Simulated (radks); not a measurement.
The numbers below are computed, except where a source is named.
The mean radii <r> (bohr) of the occupied orbitals of an atom or ion are listed with their occupations. Code: a radial shooting solver on a logarithmic mesh with Libxc functionals. Model: scalar-relativistic Kohn-Sham, LDA (Slater exchange, VWN5 correlation), spin-polarised, spherical densities, finite nucleus; Fermi nuclear charge, rms radius of each element as measured or else 0.836 A^(1/3) + 0.57 fm.

| orbital | occ. | <r> |
|---|---|---|
| 1s up | 1 | 0.02668 |
| 1s down | 1 | 0.02668 |
| 2s up | 1 | 0.1147 |
| 2s down | 1 | 0.1147 |
| 2p up | 3 | 0.1003 |
| 2p down | 3 | 0.1003 |
| 3s up | 1 | 0.3068 |
| 3s down | 1 | 0.3068 |
| 3p up | 3 | 0.3047 |
| 3p down | 3 | 0.3047 |
| 3d up | 5 | 0.2810 |
| 3d down | 5 | 0.2810 |
| 4s up | 1 | 0.7159 |
| 4s down | 1 | 0.7159 |
| 4p up | 3 | 0.7631 |
| 4p down | 3 | 0.7630 |
| 4d up | 5 | 0.8681 |
| 4d down | 5 | 0.8666 |
| 5s up | 1 | 1.689 |
| 5s down | 1 | 1.674 |
| 5d up | 2 | 2.449 |

Name the element and its charge. Open shells, if any, are filled with parallel spins first.

Answer. Z = 54, xenon, charge +4: Xe4+ in [Kr] 4d10 5s2 5d2. The 1s radius gives Z: for a bare nucleus <r> = (2 gamma + 1)/(2Z) with gamma = sqrt(1 - (Z/c)^2), 0.02628 bohr for Z = 54, and screening makes it slightly larger (0.02668 here). The occupations add up to 50, and the charge is Z minus that.
